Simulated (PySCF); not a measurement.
This PySCF input asks for the NMR shieldings of SMILES C[C@@H]1O[B@@H-]([NH3+])[C@H]1C=O, C4H10BNO2; the geometry comes from GFN2-xTB.

```python
import basis_set_exchange as bse
import numpy as np
from pyscf import gto, dft
from pyscf.prop import nmr

atoms = """
C     2.187639   -1.018193    0.172282
C     0.766348   -0.536856    0.407330
O    -0.205224   -1.505944    0.055318
B    -0.949717   -0.531624   -0.723107
N    -2.180466   -0.040226    0.245292
C     0.316154    0.588067   -0.558539
C    -0.058944    1.864476   -0.015843
O    -0.735882    2.023356    1.001680
H     2.894502   -0.215469    0.368949
H     2.401225   -1.855844    0.831745
H     2.296119   -1.353793   -0.856256
H     0.639495   -0.229768    1.457218
H    -1.362074   -0.814484   -1.792024
H    -2.411666   -0.818332    0.856481
H    -1.783630    0.744546    0.819712
H    -3.006272    0.281857   -0.247599
H     0.967169    0.670278   -1.423961
H     0.216465    2.754270   -0.610335
"""
names = dict.fromkeys(["C", "O", "B", "N", "H"], "pcSseg-1")
basis = {el: gto.basis.parse(bse.get_basis(n, elements=[el], fmt="nwchem")) for el, n in names.items()}
mol = gto.M(atom=atoms, basis=basis, charge=0, verbose=0)
mf = dft.RKS(mol, xc="PBE0")
mf.grids.level = 2
mf.grids.alignment = dft.numint.BLKSIZE   # the property module wants whole blocks of grid points
mf.conv_tol = 1e-9
mf.kernel()

calc = nmr.RKS(mf)   # GIAO
C = mf.mo_coeff
Co = C[:, mf.mo_occ > 0]
resp = mf.gen_response(singlet=True, hermi=2)
def vind(x):   # induced exchange potential for any number of trial vectors
    d = np.einsum("pi,xij,qj->xpq", C, 2 * x.reshape(-1, C.shape[1], Co.shape[1]), Co, optimize=True)
    return np.einsum("xpq,pi,qj->xij", resp(d - d.transpose(0, 2, 1)), C, Co, optimize=True).ravel()
mo1, _ = nmr.rhf.solve_mo1(calc, with_cphf=vind)
sigma = calc.kernel(mo1)
for i, s in enumerate(sigma):   # ppm
    w = np.linalg.eigvalsh((s + s.T) / 2)
    print("%2d %-2s iso %8.1f  s11 %8.1f  s22 %8.1f  s33 %8.1f" % (i, mol.atom_pure_symbol(i), w.mean(), *w))
```

Problem. What does it print?

Solution. 
```
 0 C  iso    156.8  s11    139.8  s22    146.3  s33    184.4
 1 C  iso    109.5  s11     86.6  s22    108.3  s33    133.4
 2 O  iso    276.8  s11    235.7  s22    250.4  s33    344.3
 3 B  iso    107.5  s11     94.9  s22    108.7  s33    118.8
 4 N  iso    215.4  s11    184.0  s22    216.6  s33    245.5
 5 C  iso    127.5  s11     80.8  s22    136.8  s33    165.0
 6 C  iso    -29.4  s11   -141.1  s22    -49.7  s33    102.6
 7 O  iso   -232.5  s11   -746.8  s22   -310.6  s33    359.9
 8 H  iso     30.8  s11     27.3  s22     28.5  s33     36.5
 9 H  iso     30.1  s11     26.0  s22     27.7  s33     36.5
10 H  iso     30.3  s11     27.3  s22     29.2  s33     34.4
11 H  iso     27.0  s11     23.8  s22     27.4  s33     29.9
12 H  iso     28.1  s11     24.8  s22     27.7  s33     31.7
13 H  iso     29.7  s11     24.2  s22     26.6  s33     38.4
14 H  iso     22.1  s11     12.2  s22     17.0  s33     37.2
15 H  iso     29.8  s11     23.8  s22     24.6  s33     41.1
16 H  iso     28.6  s11     26.0  s22     28.0  s33     31.9
17 H  iso     21.8  s11     19.0  s22     20.4  s33     26.1
```

These numbers come from an equivalent density-fitted implementation of the same equations, which agrees with the script to about 0.01 ppm for H and up to a few tenths of a ppm for heavy atoms, so last digits may differ.

Size and cost of the density-fitted run: 186 basis functions, 18 s wall time on 1 thread of an AMD EPYC 9R45 96-Core, shared host; peak memory 0.84 GiB.
